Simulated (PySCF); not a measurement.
Correlation energy of S³⁺ (sulfur, charge +3)

[Ne] 3s2 3p1, 2P determinant. All numbers are calculated (PySCF 2.14, scalar relativity by spin-free X2C-1e, in x2c-TZVPall). Frozen: [Ne]; 3 electrons correlated.

MP2 pair energies summed by pair of shells (mhartree):

```tsv
pair	energy	share (%)
3s-3s	-26.62	54.9
3s-3p	-21.88	45.1
```

Total MP2 correlation energy: -48.50 mhartree.

Same-spin part -2.98 and opposite-spin part -45.52 mhartree; SCS-MP2 scales them by 1/3 and 6/5 to -55.61 mhartree.

| level | correlation energy (mhartree) |
| --- | --- |
| CCSD | -69.08 |
| (T) | -0.95 |
| CCSD(T) | -70.03 |

Diagnostics: T1 = 0.010, D1 = 0.0237, largest double amplitude 0.107.

**Question.** Is a single reference adequate?

**Answer.** Mostly. T1 lies below 0.03, but a double amplitude of this size points to a near-degeneracy that CCSD handles and MP2 describes poorly.
